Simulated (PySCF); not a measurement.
# Stretching CsBr

Set-up: Cs x2c-TZVPall, Br x2c-TZVPall; spin-free X2C with a Gaussian nucleus (PySCF 2.14). Energies in eV from Cs + Br in their ground configurations at the same level. State: ¹Σ⁺ (singlet), closed shell.

```
R (Å)    PBE0
2.644  -3.500
2.767  -3.836
2.890  -4.013
2.982  -4.073
3.074  -4.087
3.166  -4.067
3.289  -4.004
3.443  -3.887
3.627  -3.716
3.873  -3.470
```

**Question.** Put a parabola through the three lowest points of the PBE0 curve and estimate Re, k and ωe (reduced mass 49.52 u; 1 eV/Å² = 0.16022 mdyn/Å; ωe = 1302.8·√(k/μ) cm⁻¹).

**Answer.** Through R = 2.982, 3.074, 3.166 Å the second-order coefficient is 2.01 eV/Å², so Re ≈ 3.066 Å, k ≈ 0.644 mdyn/Å and ωe ≈ 149 cm⁻¹. A polynomial fit of higher order to the unrounded PBE0 energies gives Re = 3.062 Å, k = 0.654 mdyn/Å, ωe = 150 cm⁻¹; anharmonicity and rounding make the difference.

The higher-order fit for each curve: PBE0: Re = 3.062 Å, ωe = 150 cm⁻¹, De = 4.09 eV.

These are scalar-relativistic numbers at best; spin–orbit coupling would shift them, the dissociation energy most.
